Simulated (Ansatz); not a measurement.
Reaction (ligand exchange at the Si–C bond): `F[SiH2]C[SiH3]` + `[NH2][SbH2]` → `[SiH3][NH][SbH2]` + `C[SiH2]F`

Isolated molecules relaxed with PBE0-D4/def2-TZVP in Ansatz; ΔE leaves out vibrations. CCSD(T)/CBS is the MP2 limit (def2-TZVPP, def2-QZVPP) plus CCSD(T) − MP2 in def2-TZVPP, frozen cores. Functionals use def2-TZVPP. B3LYP here is the variant with VWN-RPA as its local correlation; programs differ in this. def2 core potentials past Kr. For Sb outer-core shells are correlated without core-valence functions, which leaves a few kJ/mol of doubt a bond. Each species was taken in one conformer, which may not be the lowest.

Question: Is it downhill or uphill in electronic energy at CCSD(T)/CBS, and by how much? (Best estimate.)

Answer: Ansatz gave: Downhill: ΔE = -0.58 eV.

Question: What do these levels give: PBE-D4, B3LYP-D4, r2SCAN, HF/def2-TZVPP, CCSD/def2-TZVPP, CCSD(T)/def2-TZVPP? (Best estimate.)

Answer: The calculation gave: PBE-D4 -0.49, B3LYP-D4 -0.59, r2SCAN -0.54, HF/def2-TZVPP -0.67, CCSD/def2-TZVPP -0.59, CCSD(T)/def2-TZVPP -0.57 eV.

Largest T1 diagnostic among the species: 0.013.

In def2-TZVPP, CCSD(T) changes the Hartree–Fock value by +0.10 eV (the triples alone add +0.01 eV) and MP2 by +0.07 eV. From PBE to PBE0 (25 % exact exchange), in def2-TZVPP and without D4, ΔE moves by −0.03 eV.
